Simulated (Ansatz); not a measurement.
Pulling on the B1–H2 bond in C2H5B (SMILES BC=C) (multiplicity 1 held, fragments rigid). Energies count from the point at 1.194 Å.
Geometry at that point (charge 0, multiplicity 1):
```csv
atom,x (Å),y (Å),z (Å)
B,-0.1923,0.1348,1.3423
H,-0.5044,1.2852,1.4115
H,-0.1370,-0.5154,2.3402
C,0.1272,-0.4665,-0.0333
C,0.0609,0.2767,-1.1477
H,0.4154,-1.5096,-0.1414
H,0.2806,-0.1186,-2.1346
H,-0.2211,1.3232,-1.1013
```

R- and RO- levels are restricted; in cc, def2 and unpolarised 6-31G sets they are followed outwards from rest. U- levels take the lowest unrestricted solution at each point, which mixes spins at long bonds. Active spaces are followed from a long bond inwards. Levels need not reach the same state.

Correlated levels freeze the cores.

Codes used: Ansatz (a first-principles code). Each number belongs to the level named beside it.

Energies in kcal/mol.

| R (Å) | R-CCSD/cc-pVTZ | U-CCSD/cc-pVTZ | FIC-MRCISD on CASSCF(2,2)/cc-pVTZ | FIC-MRCISD+Q on CASSCF(2,2)/cc-pVTZ |
|---|---|---|---|---|
| 0.955 | 24.1 | 24.1 | 24.3 | 24.2 |
| 1.075 | 4.8 | 4.8 | 5.0 | 4.9 |
| 1.194 | 0.0 | 0.0 | 0.0 | 0.0 |
| 1.313 | 3.1 | 3.1 | 3.0 | 3.0 |
| 1.433 | 10.5 | 10.5 | 10.2 | 10.3 |
| 1.612 | 25.2 | 25.2 | 24.5 | 24.8 |
| 1.791 | 40.9 | 40.9 | 39.7 | 40.2 |
| 2.089 | 65.0 | 65.4 | 62.7 | 63.4 |
| 2.388 | 84.3 | 85.0 | 80.4 | 81.4 |
| 2.746 | 100.8 | 100.2 | 94.4 | 95.8 |
| 3.224 | 113.2 | 107.7 | 103.5 | 105.1 |
| 3.821 | 119.3 | 109.5 | 107.0 | 108.8 |

Doubts at one or more of the structures used: a restricted determinant that unrestricted orbitals would lower (R-CCSD/cc-pVTZ); other coupled-cluster roots lie near (R-CCSD/cc-pVTZ); T1 above 0.05 (R-CCSD/cc-pVTZ, U-CCSD/cc-pVTZ); a spin-contaminated determinant (U-CCSD/cc-pVTZ).
